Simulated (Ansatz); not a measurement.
## GaH2OF (SMILES [OH][GaH][F]): the energy to break a bond

GaH2OF has 5 atoms, charge 0, and is taken as a singlet. As SMILES, `[OH][GaH][F]`. Geometry: optimised at wB97X-V/def2-SVP. This is one conformer, not always the lowest.

| atom | x (Å) | y (Å) | z (Å) |
| --- | --- | --- | --- |
| O | -1.1260 | -0.5916 | -0.2797 |
| Ga | 0.3835 | 0.2847 | 0.0129 |
| F | 0.4437 | 1.7836 | -0.8817 |
| H | -1.2194 | -1.4292 | 0.1877 |
| H | 1.5681 | -0.1213 | 0.9196 |

Wanted: the dissociation energy of the Ga2–O1 bond into doublet GaHF and doublet OH (shapes relaxed at wB97X-V/def2-SVP, no zero-point term). 1 Eh = 2625.50 kJ/mol = 27.2114 eV. Totals in Eh; open shells run unrestricted unless said.

```
                                  level  program        GaH2OF  doublet GaHF  doublet OH
                      r2SCAN/def2-TZVPP   Ansatz  -2101.184944  -2025.287829  -75.730561
                       B3LYP/def2-TZVPP   Ansatz  -2101.324942  -2025.392827  -75.769830
MP2/def2-TZVPP, 11 core orbitals frozen   Ansatz  -2099.589875  -2023.781162  -75.622318
```

Question: Work out the dissociation energy at each level.

Answer: 
1. r2SCAN/def2-TZVPP: (-2025.287829) + (-75.730561) − (-2101.184944) = 0.166554 Eh = 437.3 kJ/mol = 4.53 eV.
2. B3LYP/def2-TZVPP: (-2025.392827) + (-75.769830) − (-2101.324942) = 0.162285 Eh = 426.1 kJ/mol = 4.42 eV.
3. MP2/def2-TZVPP: (-2023.781162) + (-75.622318) − (-2099.589875) = 0.186395 Eh = 489.4 kJ/mol = 5.07 eV.

The levels span 426 to 489 kJ/mol; no measured value is set beside them. A bond enthalpy at 298 K also holds the loss of zero-point energy and thermal terms.
